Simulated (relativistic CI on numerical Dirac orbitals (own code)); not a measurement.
## Fe5+: 3d valence photoemission

Computed with this model: Dirac-Coulomb-Breit CI, orbitals from a KLI potential per configuration, model QED, valence Slater integrals scaled by 0.7, multiplet model of photoemission in the sudden approximation; configurations [Ar] 3d3 → [Ar] 3d2; 300 K; Lorentzian 0.21 eV and Gaussian 0.5 eV FWHM. Energies are those of the free ion, without screening or charge transfer. The energies are binding energies and can lie tens of eV above those of solids. S is read from ⟨S²⟩ = S(S + 1).

Field parameters in Wybourne normalisation: D3d B²₀ = −7Dσ, B⁴₀ = −14Dq − 21Dτ, B⁴₃ = −14√(10/7) Dq; D4h B²₀ = −7Ds, B⁴₀ = 21(Dq − Dt), B⁴₄ = 21√(5/14) Dq; Td as Oh with Dq negative (B⁴₀ = 21Dq, B⁴₄ = √(5/14) B⁴₀). The field is a parameter set, without covalency.

free ion: ground-state S = 1.50, centroid 98.11 eV. Peaks (eV, height): 97.7 (100), 99.8 (26).

D4h, 10Dq = 17150, Ds = 1350, Dt = 1080 cm⁻¹: ground-state S = 1.50, centroid 98.62 eV. Peaks (eV, height): 98.3 (100), 101.4 (6).

Td, 10Dq = -19550 cm⁻¹: ground-state S = 1.13, centroid 98.31 eV. Peaks (eV, height): 96.6 (100), 98.8 (69), 100.2 (60).

Td, 10Dq = -17700 cm⁻¹: ground-state S = 1.43, centroid 98.51 eV. Peaks (eV, height): 96.6 (99), 98.8 (100), 100.0 (84), 101.9 (10).

D4h, 10Dq = 40300, Ds = 1410, Dt = 1130 cm⁻¹: ground-state S = 1.50, centroid 99.75 eV. Peaks (eV, height): 99.6 (100).

D3d, 10Dq = 35650, Dσ = -880, Dτ = 380 cm⁻¹: ground-state S = 1.50, centroid 99.92 eV. Peaks (eV, height): 99.8 (100).

Strongest unbroadened transitions for free ion:

```tsv
Energy (eV)	Relative strength
97.50	0.2
97.58	8.1
97.63	0.5
97.65	100.0
97.71	8.9
97.77	39.2
97.78	0.4
97.86	2.3
97.93	1.7
99.45	0.1
99.69	0.1
99.72	1.0
99.77	2.9
99.78	17.1
99.79	0.1
99.83	16.0
99.87	0.9
99.94	2.0
```
